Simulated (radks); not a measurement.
The numbers below are computed, except where a source is named.
Yb, 70 electrons, occupied as [Xe] 4f14 6s1.5 6p0.5 (fractional occupations, a model configuration). Code: a radial shooting solver on a logarithmic mesh with Libxc functionals. Model: Dirac Kohn-Sham, PW91, spin-unpolarised, spherical densities, point nucleus; open shells fill j = l - 1/2 first.

Radial electron density D(r) = 4 pi r^2 rho(r):

r (bohr)  D(r) (e/bohr)
0.001622          12.95
0.001903          16.38
0.002233          20.59
0.002642          25.95
0.0031            32.04
0.003638          39.11
0.004304          47.56
0.005051          56.41
0.005927          65.73
0.007011          75.49
0.008228          84.07
0.009656          91.14
0.01142           96.07
0.0134            97.81
0.01573           96.58
0.01861           92.89
0.02184           88.77
0.02562           86.42
0.03031           88.35
0.03557           95.60
0.04174           107.0
0.04938           119.3
0.05795           125.9
0.068             123.7
0.08044           113.0
0.0944            101.3
0.1108            96.60
0.131             102.6
0.1538            112.0
0.1805            112.7
0.2135            96.93
0.2505            73.53
0.294             57.06
0.3478            55.82
0.4081            62.89
0.4789            64.81
0.5665            55.42
0.6648            40.74
0.7802            27.94
0.9229            19.67
1.083             15.20
1.271             11.70
1.503             8.071
1.764             4.992
2.07              2.782
2.449             1.487
2.874            0.9421
3.373            0.7147
3.99             0.5628
4.682            0.4108
5.495            0.2588
6.5              0.1347
7.628           0.06349
8.951           0.02725
10.59           0.01003
12.43          0.003053
14.58         0.0006657

D(r) has 4 maxima, at r = 0.0135, 0.0603, 0.168, 0.456 bohr, and minima at 0.0262, 0.110, 0.324 bohr, inside which lie 2.02, 11.15, 29.78 electrons.
